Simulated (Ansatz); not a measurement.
`[NH]=[W](=[NH])([Cl])[Cl]`. Charge 0, multiplicity 1. W: def2 effective core potential. Geometry: relaxed with PBE0-D4/def2-TZVP. It is one conformer, not always the lowest.

```xyz
7

N     0.739   -1.041   -0.819
W    -0.378   -0.193    0.206
N     0.102    1.470    0.363
Cl   -2.419   -0.235   -0.804
Cl   -0.285   -1.142    2.273
H     1.552   -1.130   -1.409
H     0.690    2.271    0.191
```

**Question.** What is the dipole moment at ωB97M-V/def2-TZVPP? (Best estimate.)

**Answer.** The calculation gave: 2.64 D, with components (2.12, 1.08, -1.15) D in this frame, pointing from negative to positive charge.

**Question.** And with PBE, r2SCAN, B3LYP? (Best estimate.)

**Answer.** The calculation gave: PBE 2.50 D, r2SCAN 2.57 D, B3LYP 2.55 D.

**Question.** Give the Mulliken charges with ωB97M-V, B3LYP, PBE in def2-TZVPP. (An estimate is asked.)

**Answer.** Computed: 
```
atom  ωB97M-V  B3LYP    PBE
  N1    -0.35  -0.38  -0.34
  W2     0.87   0.92   0.75
  N3    -0.35  -0.38  -0.34
 Cl4    -0.23  -0.25  -0.23
 Cl5    -0.23  -0.25  -0.23
  H6     0.15   0.18   0.19
  H7     0.15   0.18   0.19
```

B3LYP here is the variant with VWN-RPA as its local correlation; programs differ in this.
